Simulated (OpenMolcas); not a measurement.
Co I.

```
Program             : OpenMolcas 26.06
Method              : CASSCF
Basis               : ANO-RCC-VTZP [6s5p3d2f1g]
Scalar Hamiltonian  : DKH2, point nucleus
Active space        : 7 electrons in 5 orbitals (3d)
State averaging     : 2S+1 = 4 even, 10 roots; 2S+1 = 2 even, 40 roots (35 in the spin-orbit step)
Spin-orbit coupling : RASSI with atomic mean-field integrals over the reference wave functions, term energies averaged over their components
```

Levels without dynamic correlation, in cm⁻¹ above 3d⁷ 4s² ⁴F_9/2:

```tsv
Level	E
3d⁷ 4s² ²G_9/2	18592
3d⁷ 4s² ⁴P_5/2	18688
3d⁷ 4s² ²P_3/2	24599
3d⁷ 4s² ²H_11/2	24728
3d⁷ 4s² ²D_5/2	26770
3d⁷ 4s² ²F_5/2	42852
```

On this reference, SS-CASPT2, IPEA 0.25 Eh, imaginary shift 0.1 Eh (closed shells correlated: 3s 3p 4s) puts 3d⁷ 4s² ²G_9/2 at 15720 cm⁻¹.

Question: Estimate the other levels at that method by one scale factor, and say how well it serves.

Answer: The factor is 15720 / 18592 = 0.846. Scaled values beside those that SS-CASPT2 gives and measured ones (NIST Handbook of Basic Atomic Spectroscopic Data):
```
          Level  Scaled  SS-CASPT2  Miss (%)  Measured
 3d⁷ 4s² ⁴P_5/2   15810      14830      +6.6     13795
 3d⁷ 4s² ²P_3/2   20811      20770      +0.2          
3d⁷ 4s² ²H_11/2   20920      21230      -1.5          
 3d⁷ 4s² ²D_5/2   22647      22050      +2.7          
 3d⁷ 4s² ²F_5/2   36253      35360      +2.5
```
For these levels the scaled values miss SS-CASPT2 by up to 6.6 %, as correlation changes each term by its own factor, spin-orbit parts do not scale and CASPT2 has its own spread within terms. This holds within one configuration; levels of others move differently, and the target method has errors of its own against measurement.

Term energies are means over components that CASPT2 splits; among the terms shown or strongly mixed into the levels shown the widest spread is 1400 cm-1 (3d⁷ 4s² ⁴F, SS-CASPT2). Some high roots are left out of the spin-orbit mixing, which shifts the levels that they would mix with. With the s shell closed, the reference lacks s² → p², s² → d² and s → d mixing, so excited terms can stand far too high and out of order, with CASPT2 too. Without dynamic correlation excited terms often stand tens of per cent too high (terms of higher spin than the ground term too low), and those without a measured partner can miss by more than the paired ones (holds for CASSCF). The CASPT2 spread within a term exceeds the gap to the next term for 3d⁷ 4s² ²P and 3d⁷ 4s² ²H, 3d⁷ 4s² ²H and 3d⁷ 4s² ²D, so the order of their levels is uncertain (holds for SS-CASPT2). Computed and measured levels are paired by configuration, term and J; levels that our copy of the source lacks, or whose pairing is in doubt (as where it misses far off the trend of its configuration), stay unpaired and out of the deviations. Levels of configurations outside the active space are missing.
